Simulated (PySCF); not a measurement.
Precursor series Zn F-CH3. Isolated molecules, 0 K electronic values unless said otherwise. One relaxed conformer stands for each flexible species; it need not be the lowest.

The charge on the central atom (meta-Löwdin) from two functionals at the same geometries (PBE-D3(BJ)/def2-SVP), both in PySCF: PBE-D3(BJ)/def2-TZVP and B3LYP-D3(BJ)/def2-TZVP. B3LYP has the VWN-RPA correlation part, as in Gaussian. 

```json
[
 {"species": "0 of 2 F replaced by CH3", "PBE-D3(BJ)/def2-TZVP (e)": "1.37", "B3LYP-D3(BJ)/def2-TZVP (e)": "1.43"},
 {"species": "1 of 2 F replaced by CH3 ([Zn(F)(CH3)])", "PBE-D3(BJ)/def2-TZVP (e)": "1.14", "B3LYP-D3(BJ)/def2-TZVP (e)": "1.18"},
 {"species": "2 of 2 F replaced by CH3 ([Zn(CH3)2])", "PBE-D3(BJ)/def2-TZVP (e)": "1.01", "B3LYP-D3(BJ)/def2-TZVP (e)": "1.04"}
]
```

Over these rows, drawn at random from the members with no instability flagged (it was tested for open shells, ions and some series alone), PBE minus B3LYP-D3(BJ): mean -0.04 e, from -0.06 e to -0.03 e.
